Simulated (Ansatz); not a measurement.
Cost and result for the atomization energy of `Cl[CH2][ZnH]` (6 atoms, 5 bonds).

The species carries charge 0 and has multiplicity 1. For Zn the d shell is correlated and the shells below it are frozen. Scalar relativity is left out up to krypton. All single points use the PBE0-D4/def2-TZVP geometry. Program: Ansatz. All runs use 2 threads of an Arm Neoverse V2 on a shared host. Times are those of one run each, without the atoms' runs, and a repeat can differ threefold. Electronic energies, without spin–orbit coupling; frozen cores. CCSD(T)/CBS adds CCSD(T) − MP2 in def2-TZVPP to the MP2 limit, and its time is that of the two runs behind it. T1 = 0.014. With those shells the extrapolation isn't a true limit. B3LYP takes the VWN-RPA correlation (the form of Gaussian; ORCA's B3LYP/G).

CCSD(T)/CBS is a level of theory with its own doubt, some kJ/mol a heavy atom from the limit and from the frozen cores, so smaller differences don't rank the functionals.

```json
{"level": "CCSD(T)/def2-SVP", "functions": "78", "wall time": "1.6 s", "atomization (kcal/mol)": "357.3", "difference from CCSD(T)/CBS": "-25.0", "per bond": "-5.0"}
{"level": "revPBE-D4/def2-TZVPP", "functions": "179", "wall time": "1.8 s", "atomization (kcal/mol)": "380.0", "difference from CCSD(T)/CBS": "-2.3", "per bond": "-0.5"}
{"level": "BLYP-D4/def2-TZVPP", "functions": "179", "wall time": "1.9 s", "atomization (kcal/mol)": "375.3", "difference from CCSD(T)/CBS": "-7.0", "per bond": "-1.4"}
{"level": "PBE-D4/def2-TZVPP (with forces)", "functions": "179", "wall time": "2.1 s", "atomization (kcal/mol)": "389.5", "difference from CCSD(T)/CBS": "7.2", "per bond": "1.4"}
{"level": "PBE0-D4/def2-TZVPP", "functions": "179", "wall time": "2.5 s", "atomization (kcal/mol)": "384.9", "difference from CCSD(T)/CBS": "2.6", "per bond": "0.5"}
{"level": "BHLYP-D4/def2-TZVPP", "functions": "179", "wall time": "2.6 s", "atomization (kcal/mol)": "369.1", "difference from CCSD(T)/CBS": "-13.2", "per bond": "-2.7"}
{"level": "B3LYP-D4/def2-TZVPP (with forces)", "functions": "179", "wall time": "4.1 s", "atomization (kcal/mol)": "378.0", "difference from CCSD(T)/CBS": "-4.3", "per bond": "-0.9"}
{"level": "PBE-QIDH/def2-TZVPP", "functions": "179", "wall time": "4.3 s", "atomization (kcal/mol)": "384.0", "difference from CCSD(T)/CBS": "1.7", "per bond": "0.3"}
{"level": "r2SCANh-D4/def2-TZVPP", "functions": "179", "wall time": "4.9 s", "atomization (kcal/mol)": "385.5", "difference from CCSD(T)/CBS": "3.2", "per bond": "0.6"}
{"level": "ωB97X-V/def2-TZVPP", "functions": "179", "wall time": "7 s", "atomization (kcal/mol)": "386.5", "difference from CCSD(T)/CBS": "4.2", "per bond": "0.8"}
{"level": "MP2/def2-QZVPP", "functions": "317", "wall time": "11 s", "atomization (kcal/mol)": "386.0", "difference from CCSD(T)/CBS": "3.7", "per bond": "0.7"}
{"level": "CCSD(T)/def2-TZVPP", "functions": "179", "wall time": "39 s", "atomization (kcal/mol)": "372.6", "difference from CCSD(T)/CBS": "-9.7", "per bond": "-1.9"}
{"level": "CCSD(T)/CBS(def2)", "functions": "–", "wall time": "50 s", "atomization (kcal/mol)": "382.3", "difference from CCSD(T)/CBS": "0.0", "per bond": "0.0"}
```

From PBE to PBE0 (25 % exact exchange), in def2-TZVPP and without D4, the atomization energy moves by −4.3 kcal/mol: exact exchange takes away binding that semilocal exchange gives to molecules. Leaving LDA and LC-ωPBE aside and taking each functional with its dispersion term where it has one, the values spread over 20.5 kcal/mol, from BHLYP-D4 to PBE-D4. LDA lies +55.6 kcal/mol from PBE without D4, its usual overbinding. In def2-TZVPP, CCSD(T) changes the Hartree–Fock value by +98.5 kcal/mol (the triples alone add +6.3 kcal/mol) and MP2 by +106.1 kcal/mol; breaking electron pairs costs correlation energy, which Hartree–Fock lacks.
